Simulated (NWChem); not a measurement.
CH5O cation; SMILES [OH2+]C

```xyz
7

C     -0.0013     0.7990     0.0000
O     -0.0310    -0.6868     0.0000
H     -0.5445     1.0999    -0.9020
H     -0.5445     1.0999     0.9020
H      1.0418     1.1368     0.0000
H      0.3249    -1.1179    -0.8022
H      0.3249    -1.1179     0.8022
```
Atoms are numbered in this order, from 1.

Program: NWChem. Geometry optimised at PBE0/def2-SVP; all other runs use it. Pople sets run with spherical d functions. Vzz has the sign of the potential's second derivative.

```json
[
 {"quantity": "vertical, lowest triplet (eV)", "level": "B3LYP/6-31+G*, full TDDFT", "value": "8.33"},
 {"quantity": "orbital gap (eV)", "level": "KT2/def2-SVP", "value": "8.45"},
 {"quantity": "isotropic polarisability (bohr³), static", "level": "PBE0/Sadlej pVTZ", "value": "17.4"},
 {"quantity": "solvation free energy (kcal/mol) in ethanol", "level": "PBE/def2-SVP, SMD", "value": "-78.6"},
 {"quantity": "charge (e), Mulliken O2", "level": "Hartree-Fock/6-31G*", "value": "-0.76"},
 {"quantity": "Vzz O2 (a.u.)", "level": "Hartree-Fock/6-31G*", "value": "-1.942"},
 {"quantity": "highest harmonic frequency (cm⁻¹)", "level": "PBE0/def2-SVP", "value": "3762"}
]
```
